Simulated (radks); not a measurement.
The numbers below are computed, except where a source is named.
Problem. Code: a radial shooting solver on a logarithmic mesh with Libxc functionals. Model: scalar-relativistic Kohn-Sham, LB94 model potential, spin-polarised, spherical densities, finite nucleus; open shells are filled with parallel spins first; Fermi nuclear charge, rms radius of each element as measured or else 0.836 A^(1/3) + 0.57 fm. Response by self-consistent Sternheimer equations with the Hartree and adiabatic LDA kernel, the relativistic mass of each level held fixed and spin-orbit coupling left out. For heavy and open-shell atoms this level of theory can miss by tens of per cent. Estimate the static dipole polarisabilities of Zn3+ ([Ar] 3d9) and Zn+ ([Ar] 3d10 4s1) and the C6 coefficients of the three pairs.

Solution. alpha = 1.466 and 13.55 bohr^3; C6 = 3.352 (Zn3+-Zn3+), 10.76 (Zn3+-Zn+), 52.27 (Zn+-Zn+) hartree bohr^6.
